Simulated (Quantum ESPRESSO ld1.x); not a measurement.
The numbers below are computed, except where a source is named.
Pm4+, 57 electrons, occupied as [Kr] 4d10 4f4 5s2 5p5 (not the ground configuration). Level of theory: scalar-relativistic Kohn-Sham, B86b exchange with PBE correlation, spin-unpolarised, spherical densities, point nucleus (ld1.x of Quantum ESPRESSO 7.5).

Unscreened Slater integrals over Kohn-Sham orbitals (eV).

integral    value
F0(4f,4f)  27.604
F2(4f,4f)  13.055
F4(4f,4f)  8.1745
F6(4f,4f)  5.8759
F0(4f,5p)  18.417
F2(4f,5p)  6.7156
G2(4f,5p)  3.6090
G4(4f,5p)  2.7968
F0(4f,5s)  20.281
G3(4f,5s)  4.0799
F0(4f,4d)  31.023
F2(4f,4d)  14.799
F4(4f,4d)  9.4256
G1(4f,4d)  17.467
G3(4f,4d)  10.926
G5(4f,4d)  7.7137
F0(5p,5p)  15.566
F2(5p,5p)  8.4673
F0(5p,5s)  16.483
G1(5p,5s)  11.141
F0(5p,4d)  19.338
F2(5p,4d)  5.6260
G1(5p,4d)  1.5972
G3(5p,4d)  1.5617
F0(5s,5s)  17.645
F0(5s,4d)  21.510
G2(5s,4d)  2.3572
F0(4d,4d)  35.807
F2(4d,4d)  18.229
F4(4d,4d)  12.197

Derived for the open shells (J is the average intra-shell exchange parameter used in DFT+U). 4f: F4/F2 = 0.626, F6/F2 = 0.450, J = (286 F2 + 195 F4 + 250 F6)/6435 = 1.056 eV. 5p: J = F2/5 = 1.693 eV.
